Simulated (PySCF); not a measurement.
C₃H₇BO₂, SMILES OB1CC(O)C1. Atoms are numbered in the order given.

```xyz
13

O      2.2361     0.9610     0.1918
B      1.0112     0.4289    -0.0111
C     -0.4340     1.0614     0.0746
C     -0.8915    -0.4103     0.3217
O     -2.0341    -0.8695    -0.3600
C      0.4197    -1.0287    -0.2178
H      2.9410     0.3017     0.1392
H     -0.7180     1.8408     0.7985
H     -0.7728     1.3628    -0.9342
H     -0.9724    -0.5972     1.4140
H     -2.7855    -0.3473    -0.0478
H      0.2691    -1.2255    -1.2959
H      0.8022    -1.9464     0.2555
```

Geometry: r2SCAN-D4/def2-SVP. This is a generated structure with no PubChem entry under its InChIKey; it may be hypothetical. Other conformers were not sampled.

The numbers are results of r2SCAN/def2-TZVP in PySCF, not measurements.

Atomic charges (e):

```json
[
 {"atom": "O1", "IAO": "…", "Mulliken": "-0.40"},
 {"atom": "B2", "IAO": "0.43", "Mulliken": "0.23"},
 {"atom": "C3", "IAO": "-0.48", "Mulliken": "-0.32"},
 {"atom": "C4", "IAO": "…", "Mulliken": "0.12"},
 {"atom": "O5", "IAO": "-0.56", "Mulliken": "-0.45"},
 {"atom": "C6", "IAO": "-0.47", "Mulliken": "-0.30"},
 {"atom": "H7", "IAO": "…", "Mulliken": "0.33"},
 {"atom": "H8", "IAO": "0.15", "Mulliken": "0.11"},
 {"atom": "H9", "IAO": "0.16", "Mulliken": "0.11"},
 {"atom": "H10", "IAO": "0.11", "Mulliken": "0.06"},
 {"atom": "H11", "IAO": "…", "Mulliken": "0.30"},
 {"atom": "H12", "IAO": "0.17", "Mulliken": "0.11"},
 {"atom": "H13", "IAO": "0.14", "Mulliken": "0.11"}
]
```

**Question.** Some entries are withheld; supply them. (An estimate is asked for; the answer gives what the named calculation found.)

**Answer.** 
- O1, IAO: -0.51
- C4, IAO: 0.13
- H7, IAO: 0.38
- H11, IAO: 0.36

**Question.** Give the Mayer and Wiberg (Löwdin basis) orders of the bonds. (Estimate from the structure and the level; the computed values follow.)

**Answer.** 
```
bond    Mayer  Wiberg
------  -----  ------
O1–B2    1.39    2.05
B2–C3    1.00    1.18
C3–C4    0.96    1.10
C4–O5    1.07    1.59
B2–C6    1.00    1.18
C4–C6    0.95    1.11
O1–H7    0.87    0.94
C3–H8    0.95    0.85
C3–H9    0.92    0.80
C4–H10   0.98    0.82
O5–H11   0.90    1.02
C6–H12   0.92    0.79
C6–H13   0.95    0.85
```
